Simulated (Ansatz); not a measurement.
CH8N2OSi can be A, `NC(O)N[SiH3]`, or B, `NC(N)(O)[SiH3]`.

Program: Ansatz. Geometries: PBE0-D4/def2-TZVP. ΔE: electronic, gas phase. CCSD(T)/CBS adds triple-zeta CCSD(T) − MP2 to the extrapolated MP2 energy (def2 sets, frozen cores). DFT in def2-TZVPP. B3LYP here is the variant with VWN-RPA as its local correlation; programs differ in this. Each species was taken in one conformer, which may not be the lowest.

(1) Which is lower in electronic energy at CCSD(T)/CBS, and by how much? (Estimate.)

(2) Give E(B) − E(A) in kJ/mol with ωB97M-V, B3LYP, PBE0-D4, CCSD/def2-TZVPP, MP2/def2-TZVPP, B2PLYP, HF/def2-TZVPP. (Best estimate.)

Largest T1 diagnostic: 0.012.

Results:

(1) Ansatz gave: A, by 77.8 kJ/mol.

(2) Computed: ωB97M-V 77.3, B3LYP 80.4, PBE0-D4 73.4, CCSD/def2-TZVPP 83.5, MP2/def2-TZVPP 81.7, B2PLYP 81.3, HF/def2-TZVPP 100.4. None reverses the order clearly.

In def2-TZVPP, CCSD(T) changes the Hartree–Fock value by −20.6 kJ/mol (the triples alone add −3.7 kJ/mol) and MP2 by −18.8 kJ/mol. The D4 term adds −3.3 kJ/mol with B3LYP and −1.6 kJ/mol with PBE0; it sums over pairs of atoms, weighted by their polarisabilities, and B3LYP, whose exchange is more repulsive, gets the larger term.
